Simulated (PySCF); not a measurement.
Saddle point of GeH₃F, closed shell (GeHF ([F][GeH]) + H₂ → GeH₂ + HF; bonds formed: Ge1–H4, F2–H3; bonds broken: Ge1–F2, H3–H4), PBE0-D4/def2-TZVP structure:

| atom | x (Å) | y (Å) | z (Å) |
| --- | --- | --- | --- |
| Ge1 | -0.9581 | -0.1482 | 0.4537 |
| F2 | 0.4408 | -1.0614 | -0.7181 |
| H3 | 0.4055 | 0.1362 | -0.7885 |
| H4 | -0.0280 | 1.0117 | -0.5346 |
| H5 | 0.1398 | 0.0619 | 1.5875 |

Energies are electronic, without zero-point energy. Barriers and step energies count from the start structure reached by relaxing down the imaginary mode; all methods use the PBE0-D4 structures, on which another method's saddle can fall below an end. Program: PySCF 2.14 with density fitting (its default auxiliary sets; JK sets also for MP2 and CCSD(T)). Basis: def2-TZVPP, with def2-QZVPP for the basis limit. Cores are frozen in the correlated methods. Filled d shells of the heavier atoms are correlated. The def2 sets are not built for correlating such inner shells, so the correlated values are less sure here. B3LYP uses VWN-RPA correlation. Extrapolation: Hartree–Fock as exp(−7.88 √X), correlation as X^−2.97.

```csv
method,barrier (eV),step energy (eV)
SPW92,0.679,0.664
PBE-D4,0.937,0.755
r2SCAN-D4,1.026,0.749
PBE0-D4,?,0.668
B3LYP-D4,1.158,0.765
BHLYP-D4,1.290,0.691
wB97M-V,?,0.694
HF,1.622,0.611
MP2,?,0.699
CCSD,1.259,0.615
CCSD(T),1.194,0.643
```

Question: Fill in the withheld barriers. (Judge from chemistry; the value comes from the calculation.)

Answer: By the calculation: wB97M-V 1.158; PBE0-D4 1.039; MP2 1.180 eV. Each is the energy of the saddle less that of the start structure, by the same method.

For comparison, the barrier by CCSD(T) at an estimated basis limit (MP2 extrapolated from triple and quadruple zeta, plus CCSD(T) − MP2 in triple zeta) is 1.199 eV.

T1 diagnostic: at most 0.014.

Labels in which every atom is bracketed show which atoms are joined, not bond orders.

For scale, one of the runs: CCSD(T)/def2-TZVPP, 121 basis functions, launched by `OMP_NUM_THREADS=4 python run.py`. Hardware: 4 CPU threads of a Oxide Virtual Turin-like, shared host. Wall time 32 s; peak host memory 0.67 GiB.
